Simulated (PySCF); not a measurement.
CH4AlIO2, SMILES C[O][Al]([OH])[I].

Geometry optimised at B3LYP-D3(BJ)/def2-SVP. The structure was generated by enumeration; whether it is a known compound was not checked. The def2 effective core potentials stand for the cores of I; spin–orbit coupling is left out. Other conformers were not sampled.

The numbers are results of IEF-PCM-M06-2X/def2-SVP (PySCF), not measurements.

The values are the electrostatic part of the solvation free energy, E(continuum) − E(gas) at the gas-phase geometry, in a cavity of scaled van der Waals radii (PySCF's table); cavitation and dispersion terms are not included. A continuum can't describe solvent molecules that bind to the metal. In vacuum the orbital gap is 8.75 eV. The dipole moment in vacuum is 2.35 D.

```json
[
 {"solvent": "water", "ε": "78.36", "ΔG(elec) (kcal/mol)": "-7.4", "dipole (D)": "2.95", "gap (eV)": "9.11"},
 {"solvent": "ethylethanoate", "ε": "5.99", "ΔG(elec) (kcal/mol)": "-5.7", "dipole (D)": "2.80", "gap (eV)": "9.02"},
 {"solvent": "methanol", "ε": "32.61", "ΔG(elec) (kcal/mol)": "-7.2", "dipole (D)": "2.93", "gap (eV)": "9.10"}
]
```
